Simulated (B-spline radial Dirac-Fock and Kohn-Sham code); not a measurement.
Photoemission from Nd³⁺ at 12000 eV, detector at θ = 60°, φ = 180°

System: neodymium as Nd³⁺ in the configuration [Xe] 4f3. These are calculated numbers from an atomic code on a B-spline grid; the model is Dirac-Hartree-Slater photoionisation with a Latter tail; cross sections with all multipoles, angular parameters from the dipole term and its interference with E2. Thresholds are orbital energies of the model. For linearly polarised light dσ/dΩ = σ/(4π) [1 + β P₂(cos θ) + (δ + γ cos²θ) sin θ cos φ], with θ from the polarisation vector and φ the angle between the beam and the projection of the electron momentum on the plane normal to the polarisation. The dipole factor is 1 + βP₂ and the non-dipole term is the rest of the bracket. Open shells are filled statistically over j.

| subshell | threshold (eV) | σ (kb) | β | γ | δ | dipole factor | non-dipole term | dσ/dΩ (kb/sr) |
| --- | --- | --- | --- | --- | --- | --- | --- | --- |
| 2s | 7127.3 | 6.83 | 1.98 | -0.09 | -0.001 | 0.752 | +0.021 | 0.420 |
| 2p1/2 | 6761.4 | 7.48 | 1.42 | 0.92 | 0.067 | 0.822 | -0.257 | 0.336 |
| 2p3/2 | 6234.1 | 12.1 | 1.51 | 1.08 | 0.072 | 0.812 | -0.297 | 0.494 |
| 3s | 1586.7 | 1.51 | 1.98 | 0.23 | -0.001 | 0.752 | -0.049 | 0.0847 |
| 3p1/2 | 1427.7 | 1.23 | 1.38 | 1.30 | 0.058 | 0.827 | -0.332 | 0.0484 |
| 3p3/2 | 1321.6 | 2.02 | 1.47 | 1.42 | 0.059 | 0.817 | -0.359 | 0.0737 |
| 3d3/2 | 1041.7 | 0.427 | 0.86 | 1.76 | 0.300 | 0.892 | -0.642 | 0.00850 |
| 3d5/2 | 1018.5 | 0.569 | 0.79 | 1.71 | 0.326 | 0.901 | -0.652 | 0.0113 |
| 4s | 347.3 | 0.361 | 1.98 | 0.32 | -0.001 | 0.752 | -0.069 | 0.0196 |
| 4p1/2 | 286.4 | 0.265 | 1.37 | 1.36 | 0.057 | 0.829 | -0.343 | 0.0102 |
| 4p3/2 | 263.0 | 0.434 | 1.45 | 1.47 | 0.057 | 0.819 | -0.368 | 0.0156 |
| 4d3/2 | 161.7 | 0.0851 | 0.83 | 1.75 | 0.296 | 0.896 | -0.636 | 0.00176 |
| 4d5/2 | 157.5 | 0.113 | 0.76 | 1.70 | 0.322 | 0.905 | -0.646 | 0.00233 |
| 4f5/2 | 39.82 | 0.000348 | 0.46 | 1.45 | 0.638 | 0.942 | -0.867 | 2.08e-06 |
| 4f7/2 | 39.28 | 0.000431 | 0.46 | 1.41 | 0.651 | 0.943 | -0.870 | 2.49e-06 |
| 5s | 73.29 | 0.0668 | 1.98 | 0.34 | -0.001 | 0.752 | -0.073 | 0.00361 |
| 5p1/2 | 55.79 | 0.0417 | 1.36 | 1.37 | 0.056 | 0.829 | -0.345 | 0.00161 |
| 5p3/2 | 52.12 | 0.0672 | 1.44 | 1.48 | 0.057 | 0.820 | -0.369 | 0.00241 |
